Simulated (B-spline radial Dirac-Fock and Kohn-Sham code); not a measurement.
**Binding energies of Ge at several levels of theory**

System: the Ge atom in the configuration [Ar] 3d10 4s2 4p2.

The density-functional columns are spherical, spin-unpolarised Dirac-Kohn-Sham results without Breit or QED terms: −ε is minus the orbital energy of the initial state and ΔSCF the difference of two total energies, and "half-occupied" is minus the orbital energy with half an electron removed (Slater transition state). The reference in the last column comes from ΔSCF Dirac-Fock with Breit, self-energy and vacuum polarisation, finite nucleus, configuration average. All numbers are from a radial atomic solver, in eV; a selection of levels is shown. The Kohn-Sham columns are given as differences from the reference. For the 1s level of heavy atoms much of the gap between ΔSCF and the reference is the Breit and QED part, -22.4 eV here; for other levels the error of the functional can be larger.

| level | PBE0 −ε − DF | LDA −ε − DF | LDA ΔSCF − DF | LDA half-occupied − DF | PBE ΔSCF − DF | Dirac-Fock |
| --- | --- | --- | --- | --- | --- | --- |
| 1s | -96.8 | -174.2 | +20.6 | +20.9 | +41.2 | 11111.9 |
| 2s | -33.7 | -57.5 | -28.2 | -28.3 | -26.0 | 1426.3 |
| 2p1/2 | -20.3 | -38.6 | -2.1 | -2.4 | -1.5 | 1257.5 |
| 2p3/2 | -21.0 | -39.2 | -3.7 | -3.9 | -3.1 | 1226.3 |
| 3s | -16.0 | -25.7 | -15.3 | -15.5 | -14.6 | 193.4 |
| 3p1/2 | -11.1 | -18.5 | -8.3 | -8.5 | -8.1 | 136.8 |
| 3p3/2 | -11.2 | -18.5 | -8.4 | -8.6 | -8.2 | 132.5 |
| 3d3/2 | -2.9 | -6.8 | +2.6 | +2.5 | +2.4 | 36.71 |
| 3d5/2 | -3.0 | -6.8 | +2.5 | +2.4 | +2.3 | 36.16 |
| 4s | -1.5 | -2.7 | +1.7 | +1.7 | +1.5 | 14.68 |
| 4p | -3.1 | -2.8 | +0.8 | +0.7 | +0.6 | 6.87 |

Values without a named source are computed, but for edge energies of neutral atoms, which are taken from tables.
